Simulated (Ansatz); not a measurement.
`[AlH2][N]1[CH2][AlH]1` + `BSB` → `B[S][AlH2]` + `B[N]1[CH2][AlH]1` at 400 K and 1 bar (redistribution).

Isolated molecules relaxed with PBE0-D4/def2-TZVP in Ansatz; ΔE leaves out vibrations. CBS: MP2 limit from def2 TZ/QZ plus the TZ coupled-cluster correction, frozen cores.

```tsv
species	CCSD(T)/CBS energy (Eh)	H − E (kJ/mol)	S (J/(mol·K))
`[AlH2][N]1[CH2][AlH]1`	-579.76217	166.0	360.1
`BSB`	-449.77944	136.4	296.3
`B[S][AlH2]`	-667.02114	121.1	331.1
`B[N]1[CH2][AlH]1`	-362.54602	182.9	331.2
```

H − E and S are ideal-gas, rigid-rotor, harmonic terms from PBE0-D4/def2-TZVP. 1 Eh = 2625.50 kJ/mol, R = 8.31446 J/(mol·K).

Task: By hand: ΔE, ΔH, ΔS and ΔG.

Result: ΔE = (-667.02114) + (-362.54602) − (-579.76217) − (-449.77944) = -0.02555 Eh = -67.1 kJ/mol. Δ(H − E) = 121.1 + 182.9 − 166.0 − 136.4 = 1.6, so ΔH = -65.5 kJ/mol. ΔS = 331.1 + 331.2 − 360.1 − 296.3 = 5.9 J/(mol·K). ΔG = -65.5 − 400 × (5.9)/1000 = -67.9 kJ/mol.

Task: By hand: the equilibrium constant, and the temperature at which ΔG would vanish if ΔH and ΔS stayed fixed.

Result: log₁₀ K = −ΔG/(RT ln 10) = 8.9. ΔH and −TΔS have one sign here, so there is no such temperature. One of them is within its doubt of zero, so this could turn.

The number of gas molecules stays the same, so ΔS is small and ΔH decides. A doubt of 5 kJ/mol in ΔE shifts log₁₀ K by 0.7 here. These are equilibria of isolated gas molecules and say nothing of rates. Largest T1 diagnostic: 0.014 (customary marks: 0.02 for closed shells, 0.045 for open ones).
